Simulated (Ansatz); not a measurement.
Ansatz (a program for electronic structure) input (BLYP/def2-TZVPD):

Ansatz 0.2 input:
```yaml
crystal:
  periodic: [false, false, false]
  atoms:
    - {symbol: C, position_ang: [0.06186245, 0.03643669, 0.98901506]}
    - {symbol: Cl, position_ang: [0.82908851, -1.25698079, -0.18100200]}
    - {symbol: Cl, position_ang: [-0.85092232, 1.24412078, -0.16806214]}
basis:
  gaussian:
    orbitals: def2-TZVPD
hamiltonian:
  xc: {name: BLYP}
total_charge: -1
magnetization: {spin_polarized: true, initial_magnetization: 1}
output: {forces: true}
```

Output:

```
Functional definition: BLYP
integrals: 0.05 GiB planned
734 factors; their error is unknown
mean field: 0.42 GiB planned
mean field evaluation 1: about -26078.8361 eV, gradient 2.4e1 eV
mean field evaluation 2: about -26057.5938 eV, gradient 5.4e1 eV
mean field evaluation 4: about -26081.7243 eV, gradient 4.3e0 eV
mean field evaluation 8: about -26081.8529 eV, gradient 1.6e-1 eV
mean field evaluation 16: about -26081.8436 eV, gradient 1.6e-4 eV
mean field -26081.84364989 eV, -958.4900752249 hartree, gradient 9.3e-6 eV, S^2 0.754228; 0 other end points of the search recorded, 0 dependent functions left out
the calculation of the forces begins
reference -26081.84391870 eV, -958.4900851033 hartree; 21, 20 occupied and 108, 109 virtual orbitals, 734 factors
Total energy: -26081.84391870 eV, -958.4900851033 hartree
Atom 0 at     0.061862     0.036437     0.989015 Å, force     0.013363     0.007871     0.213634 eV/Å
Atom 1 at     0.829089    -1.256981    -0.181002 Å, force     0.132734    -0.211489    -0.107891 eV/Å
Atom 2 at    -0.850922     1.244121    -0.168062 Å, force    -0.146097     0.203618    -0.105743 eV/Å
Dipole moment:    -0.017613    -0.010374    -0.281585 e Å
```
